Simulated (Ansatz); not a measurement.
AlSi8PH16⁺, a doped cluster cut from the lattice of silicon (Al and P 4.5 A apart), relaxed as a doublet with UKS PBE-D4/def2-SVP in Ansatz, starting from the PBE-D4/def2-SVP geometry of the neutral singlet. Force threshold 0.03 eV/Å.

Start:

Cartesian coordinates in Å:
```
Si 0.735 -1.288 -2.419
Si 1.414 -1.928 1.443
Si 2.369 1.544 -0.239
P -1.191 1.668 -1.273
Si -0.717 1.223 2.308
Si -2.267 -1.462 0.240
Al 2.392 -0.919 -0.600
Si -1.418 -0.577 -1.774
Si -0.730 -1.109 1.988
Si 0.237 2.291 0.434
H 0.408 -2.723 -2.783
H 0.910 -0.571 -3.744
H 1.193 -3.426 1.377
H 2.198 -1.688 2.717
H 2.665 2.470 -1.403
H 3.184 2.086 0.918
H -0.793 2.354 -2.462
H -2.480 2.248 -1.060
H 0.144 1.628 3.478
H -2.100 1.788 2.524
H -2.487 -2.929 -0.031
H -3.611 -0.827 0.510
H 3.856 -1.458 -0.998
H -2.502 -0.468 -2.824
H -1.358 -1.703 3.230
H -0.052 3.776 0.443
```

**Question.** Estimate the energy that the relaxation releases and the steps that it takes.

**Answer.** 15.7 kcal/mol, in 13 steps; 42 s on 2 threads of AMD EPYC 7R13 on a shared host and a share (18 GiB) of an NVIDIA H100 80GB HBM3. The force fell under the threshold at step 11, but the optimiser went on. No frequencies were taken in this run, so the end may be a saddle point.

**Question.** Does the start keep its bonding and symmetry?

**Answer.** By distances, no bond broke or formed. The bond that changes most is Si2–Al7, from 2.48 to 2.61 Å (atoms count from 1).

**Question.** Predict the relaxed structure.

**Answer.** 
```xyz
26

Si    0.699   -1.473   -2.102
Si    1.198   -2.021    1.160
Si    2.342    1.793   -0.206
P    -1.187    1.682   -1.303
Si   -0.663    1.231    2.354
Si   -2.449   -1.402    0.259
Al    2.554   -0.628   -0.583
Si   -1.446   -0.579   -1.708
Si   -0.818   -1.080    1.924
Si    0.156    2.367    0.455
H     0.512   -2.965   -2.121
H     1.148   -1.001   -3.471
H     1.016   -3.435    0.683
H     2.293   -1.957    2.203
H     2.607    2.624   -1.438
H     3.185    2.327    0.924
H    -0.736    2.318   -2.501
H    -2.492    2.248   -1.167
H     0.320    1.522    3.454
H    -2.024    1.768    2.705
H    -2.736   -2.856    0.012
H    -3.713   -0.635    0.539
H     3.965   -1.335   -0.817
H    -2.335   -0.553   -2.923
H    -1.216   -1.793    3.192
H    -0.182    3.835    0.474
```
Bond lengths: 7 × Si–Si 2.35 to 2.36 Å; 3 × Al–Si 2.46 to 2.61 Å; 2 × P–Si 2.31 to 2.32 Å; 13 × H–Si 1.50 to 1.52 Å; 2 × H–P 1.43 Å; 1 × Al–H 1.60 Å.
